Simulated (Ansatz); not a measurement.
`O[Si](F)(O[SiH3])O[SiH3]` and `O[Si](F)(Br)O[SiH3]` differ in one atom or group.

Ansatz, PBE0-D4/def2-TZVP geometries, multiplicity 1. Each molecule was computed in one conformer, which needn't be the lowest.

Scalar relativity is left out up to krypton.

| property | `O[Si](F)(O[SiH3])O[SiH3]` |
| --- | --- |
| size of the dipole moment (B3LYP/def2-TZVPP) / D | 1.19 |
| LUMO energy (B3LYP/def2-TZVPP) / eV | -0.47 |
| size of the dipole moment (PBE/def2-TZVPP) / D | 1.16 |
| HOMO energy (B3LYP/def2-TZVPP) / eV | -8.87 |
| HOMO–LUMO gap (ωB97M-V/def2-TZVPP) / eV | 12.76 |
| LUMO energy (PBE0/def2-TZVPP) / eV | -0.23 |

Problem. Give the same properties after the change, and the shifts. (Best estimate.)

Solution. Computed: 
```tsv
property	`O[Si](F)(Br)O[SiH3]`	shift
size of the dipole moment (B3LYP/def2-TZVPP) / D	2.30	1.11
LUMO energy (B3LYP/def2-TZVPP) / eV	-0.50	-0.03
size of the dipole moment (PBE/def2-TZVPP) / D	2.21	1.05
HOMO energy (B3LYP/def2-TZVPP) / eV	-8.54	0.33
HOMO–LUMO gap (ωB97M-V/def2-TZVPP) / eV	12.47	-0.29
LUMO energy (PBE0/def2-TZVPP) / eV	-0.24	-0.01
```

Dipoles are sizes alone; their direction can turn.

B3LYP here is the variant with VWN-RPA as its local correlation; programs differ in this.

Spin–orbit coupling is left out; it splits and shifts lone-pair levels of the heavy atoms by tenths of an eV.
